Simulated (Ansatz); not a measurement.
Stepwise reaction of `C[O][AlH][O]C` with hydrogen sulfide, as a gas-phase model of exchange steps in deposition or etching. ΔE in kJ/mol.

Isolated molecules relaxed with PBE0-D4/def2-TZVP in Ansatz; ΔE leaves out vibrations. CCSD(T)/CBS adds triple-zeta CCSD(T) − MP2 to the extrapolated MP2 energy (def2 sets, frozen cores). This one scheme is used for every species. Functionals use def2-TZVPP. B3LYP here is the variant with VWN-RPA as its local correlation; programs differ in this. Each species was taken in one conformer, which may not be the lowest.

```json
{"step": "2", "reaction": "`C[O][AlH][SH]` + H₂S → `[SH][AlH][SH]` + CH₃OH", "PBE-D4": "12.5", "B3LYP-D4": "25.2", "ωB97M-V": "21.1", "CCSD(T)/CBS": "18.9"}
```

Q: Give the row of step 1, `C[O][AlH][O]C` + H₂S → `C[O][AlH][SH]` + CH₃OH. (An estimate is asked.)

A: Ansatz gave: 
```
step                                         reaction  PBE-D4  B3LYP-D4  ωB97M-V  CCSD(T)/CBS
   1  `C[O][AlH][O]C` + H₂S → `C[O][AlH][SH]` + CH₃OH    11.5      24.2     19.9         17.5
```

Q: By hand: ΔE of the 2 steps together at CCSD(T)/CBS.

A: (17.5) + (18.9) = 36.4 kJ/mol, or 18.2 kJ/mol a step.

In ΔE the steps differ by no more than 1.4 kJ/mol. All are uphill at CCSD(T)/CBS. PBE-D4 differs from CCSD(T)/CBS by -6.4 to -6.0 kJ/mol a step. Isolated molecules leave out the surface, adducts and barriers. Largest T1 diagnostic: 0.012.
